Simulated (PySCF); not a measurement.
## State search for SnN⁺

Unrestricted PBE0; Sn def2-SVP with ECP28, N def2-SVP; scalar-relativistic core potentials (PySCF 2.14). Outer shells of the fragments: Sn+ 4d10 5s2 5p1; N 2s2 2p3.

Followed along the bond (rough minima from three points):

| 2Ms+1 | unpaired | ⟨S²⟩ at the start | R at minimum (Å) | Te (eV) |
| --- | --- | --- | --- | --- |
| 3 | π ↑↑ | 2.01 | 2.15 | 0.00 |
| 3 | σ ↑, π ↑ | 2.18 | 2.02 | 0.45 |
| 1 | π ↑↓ | 1.00 | 2.14 | 0.54 |
| 1 | σ ↓, π ↑ | 1.02 | 2.00 | 0.97 |
| 5 | σ ↑, π ↑↑↑ | 6.01 | none in the scan | ≤ 1.58 |

Solutions found at the starting distance of 2.105 Å, counted from the lowest of them; the search is not exhaustive and high or unbound solutions are not listed, so other states can lie among these:

| 2Ms+1 | unpaired | term | E (eV) | ⟨S²⟩ | ⟨Lz²⟩ | μ (D) |
| --- | --- | --- | --- | --- | --- | --- |
| 3 | π ↑↑ | ³Σ⁻ | 0.00 | 2.01 | 0.00 | -1.87 |
| 3 | σ ↑, π ↑ | ³Π | 0.49 | 2.18 | 1.00 | -1.90 |
| 1 | π ↑↓ | mixed | 0.53 | 1.00 | 2.00 | -1.79 |
| 1 | σ ↓, π ↑ | mixed | 1.06 | 1.02 | 1.04 | -2.45 |
| 5 | σ ↑, π ↑↑↑ | ⁵Π | 1.98 | 6.01 | 1.00 | 0.73 |
| 1 | none | mixed | 2.02 | 0.00 | 2.00 | -1.48 |
| 1 | none | ¹Σ⁺ | 3.04 | 0.00 | 0.00 | -3.23 |
| 3 | σ ↑, π ↑↑↓ | mixed | 3.04 | 3.01 | 3.01 | 0.44 |
| 3 | σ ↓, π ↑↑↑ | mixed | 3.07 | 3.02 | 1.00 | 0.54 |
| 1 | σ ↑, π ↑↓↓ | mixed | 3.26 | 2.02 | 3.01 | 0.74 |
| 5 | σ ↑↑, π ↑↑ | ⁵Σ⁻ | 4.58 | 6.00 | 0.00 | 1.23 |
| 3 | π ↑↑ | mixed | 4.64 | 2.01 | 2.01 | -1.11 |
| 3 | π ↑↑ | mixed | 4.92 | 2.01 | 2.00 | -1.19 |
| 3 | π ↑↑ | mixed | 5.08 | 2.01 | 2.01 | 2.66 |

A term symbol is given only where ⟨S²⟩ and ⟨Lz²⟩ are close to those of a pure state; real π, δ and φ orbitals otherwise mix terms. A positive dipole points towards N; it is taken about the centre of mass and depends on that origin.

Spin–orbit coupling is left out. Counting both spins, an empty level lies below a filled one in some of these solutions, because spin and occupation are held.
